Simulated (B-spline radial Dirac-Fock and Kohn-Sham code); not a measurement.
## Relative photoemission cross sections at Cr Kα (5414.7 eV): 4f5/2, 4f7/2, Ce to Hf

The computed values come from a radial finite-basis atomic code: Dirac-Hartree-Slater photoionisation with all multipoles and Dirac-Fock thresholds. Cross sections are relative to C 1s, computed as 0.2777 kb at this energy; β is from the dipole term. Free atoms in their tabulated ground configurations, whose changes along a row show as steps; without correlation, outer binding energies come out low.

| Z | element | σ 4f5/2 | σ 4f7/2 | β 4f7/2 | binding 4f7/2 (eV) |
| --- | --- | --- | --- | --- | --- |
| 58 | Ce | 0.00946 | 0.0120 | 0.64 | 9.93 |
| 59 | Pr | 0.0315 | 0.0395 | 0.66 | 4.16 |
| 60 | Nd | 0.0521 | 0.0654 | 0.67 | 4.59 |
| 61 | Pm | 0.0801 | 0.100 | 0.68 | 4.91 |
| 62 | Sm | 0.117 | 0.146 | 0.69 | 5.14 |
| 63 | Eu | 0.165 | 0.205 | 0.70 | 5.28 |
| 64 | Gd | 0.212 | 0.265 | 0.71 | 12.46 |
| 65 | Tb | 0.298 | 0.371 | 0.73 | 5.36 |
| 66 | Dy | 0.390 | 0.485 | 0.74 | 5.30 |
| 67 | Ho | 0.501 | 0.621 | 0.75 | 5.19 |
| 68 | Er | 0.634 | 0.784 | 0.76 | 5.02 |
| 69 | Tm | 0.793 | 0.978 | 0.77 | 4.80 |
| 70 | Yb | 0.979 | 1.21 | 0.78 | 4.68 |
| 71 | Lu | 1.17 | 1.45 | 0.79 | 12.42 |
| 72 | Hf | 1.40 | 1.73 | 0.80 | 20.66 |
